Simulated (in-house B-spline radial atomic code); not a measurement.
Configurations of Tb, with energies counted from [Xe] (4f5/2)6 (4f7/2)3 6s2. All numbers are computed (Dirac-Hartree-Fock, average of each configuration as written; Fermi nucleus of rms radius 5.06 fm) with a B-spline radial code for spherical atoms, not measured. Energies include first-order Breit, QED and recoil terms.

Occupations are held fixed; configurations that lie above the ionisation limit could autoionise.

| configuration | E - E(ref) (eV) | highest orbital | its <r> (bohr) |
| --- | --- | --- | --- |
| [Xe] (4f5/2)2 (4f7/2)7 6s2 | 3.2269 | 6s1/2 | 4.48 |
| [Xe] (4f5/2)4 (4f7/2)5 6s1 (9d3/2)1 | 7.7121 | 9d3/2 | 58.2 |
| [Xe] (4f5/2)1 (4f7/2)7 6s2 (7g9/2)1 | 8.1039 | 7g9/2 | 63.49 |
| [Kr] 4d10 (4f5/2)4 (4f7/2)5 5s2 (5p1/2)2 (5p3/2)3 6s2 8s1 | 29.695 | 8s1/2 | 19.81 |
| [Kr] 4d10 (4f5/2)6 (4f7/2)3 5s2 (5p1/2)1 (5p3/2)4 6s2 (8d3/2)1 | 31.815 | 8d3/2 | 38.14 |

(1) Order these further configurations by energy, lowest first.
A. [Xe] (4f7/2)8 6s2 (7f5/2)1
B. [Xe] (4f5/2)6 (4f7/2)3 6s1 (6g7/2)1
C. [Kr] (4d3/2)4 (4d5/2)5 (4f5/2)2 (4f7/2)7 5s2 5p6 6s2 (7g7/2)1
D. [Kr] (4d3/2)3 (4d5/2)6 (4f5/2)3 (4f7/2)6 5s2 5p6 6s2 (9p1/2)1
E. [Xe] (4f5/2)1 (4f7/2)8 6s2

(2) How far above the reference does [Xe] (4f5/2)1 (4f7/2)7 6s2 8s1 lie?

Results:

(1) E (2.0651 eV), B (4.4771 eV), A (6.3834 eV), C (162.06 eV), D (164.41 eV).

(2) 7.331 eV; its least bound orbital is 8s1/2 with <r> = 19.71 bohr.
